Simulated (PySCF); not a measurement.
C₂H₉ClSi₃. Atoms are numbered in the order given.

```xyz
15

C      2.9491    -0.4696     0.0577
C      1.7556     0.1254     0.1423
Cl     1.1847     1.1437    -1.1886
Si     0.5167    -0.0222     1.5584
Si    -1.4516    -1.0318     0.7611
Si    -2.3127     0.0639    -1.1362
H      3.3006    -1.0975     0.8813
H      3.6015    -0.3522    -0.8124
H      1.1562    -0.8277     2.6406
H      0.2093     1.3442     2.0712
H     -1.1620    -2.4610     0.4305
H     -2.4698    -1.0073     1.8570
H     -2.3132     1.5397    -0.9238
H     -1.5052    -0.2703    -2.3419
H     -3.7203    -0.3845    -1.3624
```
Charge 0, spin multiplicity 1.

Coordinates come from a B3LYP-D3(BJ)/def2-SVP optimisation. This is a generated structure with no PubChem entry under its InChIKey; it may be hypothetical. One conformer was computed; it need not be the lowest.

These are PBE/pcSseg-1 in PySCF values and carry that method's errors.

GIAO shieldings, no solvent; atoms listed in one row are averaged. δ = σ(ref) − σ: ¹³C against TMS (σ = 182.0 ppm); ³⁵Cl against HCl (σ = 936.5 ppm); ²⁹Si against TMS (σ = 335.4 ppm); ¹H against TMS (σ = 31.49 ppm), references at their B3LYP-D3(BJ)/def2-TZVP geometries, non-relativistic (without spin–orbit terms, shifts of atoms bonded to Cl or Br come out too high).

Computed chemical shifts:
```
nucleus          atoms  count  δ (ppm)
-------  -------------  -----  -------
¹³C                 C2      1    157.0
¹³C                 C1      1    136.8
³⁵Cl               Cl3      1    330.8
²⁹Si               Si4      1    -58.6
²⁹Si               Si6      1   -106.6
²⁹Si               Si5      1   -118.2
¹H              H7, H8      2     6.40
¹H                  H9      1     4.89
¹H                 H10      1     4.76
¹H       H13, H14, H15      3     4.09
¹H            H11, H12      2     3.73
```
